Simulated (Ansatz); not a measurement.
Process, species as SMILES: F[C]Cl (closed-shell singlet) → C atom + Cl atom + F atom
B3LYP-D3(BJ)/def2-TZVP geometries, fixed; electronic energies without zero-point terms.
Largest species:
```xyz
3

F     -1.4677    -0.2909     0.0321
C     -0.5979     0.6705    -0.0192
Cl     0.9880    -0.0826    -0.0102
```
Charge 0, spin multiplicity 1.

Basis-set convergence of the atomisation energy at MP2 with Ansatz (a program for electronic structure). All functions are spherical. Cores are frozen. A restricted Hartree-Fock determinant is unstable towards unrestricted orbitals. Open shells are unrestricted. No added dispersion term, no relativity. Functions are those of the species that has most. Reference: Hartree-Fock in aug-cc-pV(5+d)Z plus the correlation part extrapolated as X^-3 from aug-cc-pV(Q+d)Z and aug-cc-pV(5+d)Z, 225.21 kcal/mol, itself unsure by roughly 0.53 kcal/mol (a third of the extrapolation step and of the last Hartree-Fock step). Deviations are taken from unrounded values.

```csv
basis,functions
def2-SVP,46
def2-SVPD,70
def2-TZVP,99
def2-TZVPP,104
def2-TZVPD,123
def2-TZVPPD,128
def2-QZVPP,184
def2-QZVPPD,208
```

Problem. Which is the smallest def2 set listed that can be trusted to 2 kcal/mol here, that is, within that of the reference together with its larger relatives (same family, alike in diffuse functions; a set with none to test it counts only in the reference's own line)?

Solution. Of the sets listed that have larger relatives (same family, alike in diffuse functions), none stays within 2 kcal/mol of the reference together with them. Value minus reference: def2-SVP -21.84, def2-SVPD -19.38, def2-TZVP -9.71, def2-TZVPP -9.53, def2-TZVPD -8.98, def2-TZVPPD -8.84, def2-QZVPP -4.45, def2-QZVPPD -4.15 kcal/mol.
